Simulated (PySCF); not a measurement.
Spectrum to structure. Computed with TDDFT CAM-B3LYP/def2-SVPD, vertical, gas phase, core orbitals frozen in the response (PySCF). Geometries: GFN2-xTB, one conformer each.

| state | E (eV) | f | main configurations (H = HOMO, L = LUMO) |
| --- | --- | --- | --- |
| S1 | 6.77 | 0.011 | H→L (70%), H-1→L (10%), H→L+1 (10%) |
| S2 | 7.35 | 0.0009 | H-1→L (32%), H→L+1 (31%), H→L (13%) |
| S3 | 7.72 | 0.0034 | H→L+5 (35%), H→L+1 (17%), H-1→L (16%) |
| S4 | 7.89 | 0.012 | H→L+2 (52%), H→L+1 (8%), H-1→L+2 (8%) |
| S5 | 7.94 | 0.013 | H-2→L (37%), H→L+3 (34%) |
| S6 | 8.05 | 0.054 | H→L+3 (31%), H-2→L (11%), H-1→L (10%) |
| S7 | 8.06 | 0.063 | H→L+4 (16%), H→L+5 (14%), H-2→L (11%) |
| S8 | 8.16 | 0.011 | H-1→L+1 (27%), H→L+6 (26%), H→L+4 (19%) |

Question: Which candidate is it? All have the formula C2H9NO2Si2.
A. `C[Si@@](N)([SiH3])OC=O`
B. `[SiH3]N[SiH]1OCCO1`
C. `O([SiH2]NC(=O)C)[SiH3]`

Answer: B. Its S1, at 6.77 eV, is the highest among the candidates; the nearest of the others has S1 at 5.88 eV. S1 is HOMO→LUMO (70%), HOMO-1→LUMO (10%), HOMO→LUMO+1 (10%). Löwdin shares by element: HOMO nitrogen 41%, oxygen 22%, silicon 8% or more (atoms not listed hold the other 29%); LUMO silicon 43%, hydrogen 17% or more (atoms not listed hold the other 40%). At the same level the other candidates give, for their lowest levels:
- `CC(=O)N[SiH2]O[SiH3]`: 5.81 eV (f 0.001); 7.26 eV (f 0.001); 7.28 eV (f 0.018); 7.33 eV (f 0.099); 7.39 eV (f 0.010); T1 5.35 eV; HOMO -9.15, LUMO 0.73 eV
- `C[Si@@](N)([SiH3])OC=O`: 5.88 eV (f 0.002); 6.75 eV (f 0.030); 7.20 eV (f 0.033); 7.42 eV (f 0.003); 7.50 eV (f 0.025); T1 5.38 eV; HOMO -9.19, LUMO 0.84 eV
Triplets come from the Tamm–Dancoff approximation.

Without π bonds the low states are Rydberg-like; a valence basis with one diffuse set may place them up to an eV too high.
